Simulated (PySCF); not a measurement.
**Where the electron goes**

C₄H₈O₄Si.
Structure used (GFN2-xTB), in Å, numbered top down from 1:
```
atom  x, y, z in Å
C1     3.4944    0.0525    0.8155
C2     2.4754    0.1038   -0.2850
O3     2.7220    0.2020   -1.4557
O4     1.2271    0.0293    0.1666
Si5   -0.0331    0.0732   -0.8985
O6    -1.2256   -0.0401    0.2362
C7    -2.5020   -0.0520   -0.1362
C8    -3.4420   -0.1676    1.0283
O9    -2.8289    0.0237   -1.2886
H10    3.3219    0.8798    1.5002
H11    3.3750   -0.8745    1.3716
H12    4.4949    0.1143    0.3990
H13   -0.0867    1.3562   -1.5754
H14   -0.0245   -1.1029   -1.7496
H15   -3.2258   -1.0842    1.5727
H16   -3.2793    0.6703    1.7024
H17   -4.4698   -0.1720    0.6791
```

Theory: PySCF, TDDFT PBE0/def2-SVPD, vertical, gas phase, core orbitals frozen in the response.

Kohn–Sham orbitals with the atoms that hold most of them (Löwdin shares over 4%, at most four atoms; ? is withheld):

```csv
orbital,ε (eV),atoms
HOMO-3,-9.68,"O3 23%, O9 22%, O4 20%, O6 19%"
HOMO-2,-9.31,"Si5 22%, O6 16%, O4 16%, H14 14%"
HOMO-1,-8.47,?
HOMO,-8.40,"O9 35%, O3 31%, O6 7%, O4 7%"
LUMO,-0.30,?
LUMO+1,-0.04,"C7 20%, C2 20%, O9 15%, O3 14%"
LUMO+2,0.22,"Si5 31%, C2 8%, C7 8%, O4 7%"
```

Q: Which atoms hold the HOMO-1, and with what shares?

A: O3 (bonded to C) 36%; O9 (bonded to C) 33%; C1 (bonded to C and 3 H) 5%; C2 (bonded to C and 2 O) 4%. By element: oxygen 69% or more, carbon 9% or more.

Q: Give the leading atoms of the LUMO.

A: C2 (bonded to C and 2 O) 19%; C7 (bonded to C and 2 O) 18%; O3 (bonded to C) 15%; O9 (bonded to C) 15%. By element: carbon 37% or more, oxygen 30% or more.

Q: The HOMO–LUMO gap is 8.10 eV. Where does the response calculation put the lowest singlet, and from which orbitals?

A: S1 is at 5.88 eV (f = 0.0000), 2.22 eV below the gap, made of HOMO→LUMO (59%), HOMO-1→LUMO+1 (39%). Without the coupling terms of the response equations the lowest excitation would equal the gap.

Next come S2 at 5.90 eV (f 0.0015), HOMO-1→LUMO (55%), HOMO→LUMO+1 (44%); S3 at 7.54 eV (f 0.035), HOMO→LUMO+2 (84%), HOMO-1→LUMO+3 (13%); S4 at 7.54 eV (f 0.0001), HOMO→LUMO+1 (53%), HOMO-1→LUMO (43%); S5 at 7.56 eV (f 0.0003), HOMO-1→LUMO+1 (58%), HOMO→LUMO (38%).

One conformer stands for the species.
